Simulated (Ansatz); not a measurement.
Geometry optimisation, RKS PBE-D4/def2-SVP (Ansatz 0.2.0).

Input:

```yaml
crystal:
  periodic: [false, false, false]
  atoms:
    - { symbol: "N", position_ang: [-0.9071, 1.1711, -0.517] }
    - { symbol: Ge, position_ang: [0.2692, -0.1788, -0.3609] }
    - { symbol: "N", position_ang: [0.2792, -0.7569, 1.3966] }
    - { symbol: F, position_ang: [-0.128, -1.4948, -1.4077] }
    - { symbol: H, position_ang: [-1.72856, 0.86045, -1.15105] }
    - { symbol: H, position_ang: [-1.36951, 1.39038, 0.4213] }
    - { symbol: H, position_ang: [1.7079, 0.3278, -0.7656] }
    - { symbol: H, position_ang: [1.0083, -1.5517, 1.4387] }
    - { symbol: H, position_ang: [-0.6352, -1.1162, 1.6665] }
basis:
  gaussian: { orbitals: def2-SVP }
hamiltonian:
  xc: pbe
  dispersion: d4
relax:
  f_tol: 0.015
  max_steps: 40
```

Run as:

```bash
$ ansatz run input.yaml --threads 2 --pin off --max-ram 3072MiB --backend cpu --events-out ev --progress --plain --runs-dir out
```

Where does it end, and by what steps?

It converged. After 12 steps the energy has fallen by 0.300 eV; H5 moved furthest, 0.46 Å.

```tsv
step	energy less start (eV)	largest force component (eV/Å)	accepted
0	0.0000	3.171	yes
1	-0.2397	1.194	yes
2	-0.2838	0.177	yes
3	-0.2757	0.534	no
4	-0.2919	0.061	yes
5	-0.2953	0.036	yes
6	-0.2985	0.055	yes
7	-0.2985	0.234	no
8	-0.2992	0.029	yes
9	-0.2998	0.026	yes
10	-0.3000	0.022	yes
11	-0.3000	0.015	yes
12	-0.3000	0.011	yes
```

```xyz
9
Properties=species:S:1:pos:R:3
N -0.950 1.180 -0.428
Ge 0.252 -0.201 -0.339
N 0.313 -0.772 1.401
F -0.306 -1.474 -1.449
H -1.476 1.213 -1.308
H -1.617 1.166 0.352
H 1.668 0.172 -0.826
H 1.135 -1.346 1.617
H -0.523 -1.286 1.702
```

Whether the end is a true minimum wasn't checked by a vibrational analysis.

Time of the run: 14 s on 2 threads of AMD EPYC 9R14 (Zen 4) (shared host), peak memory 0.16 GiB.
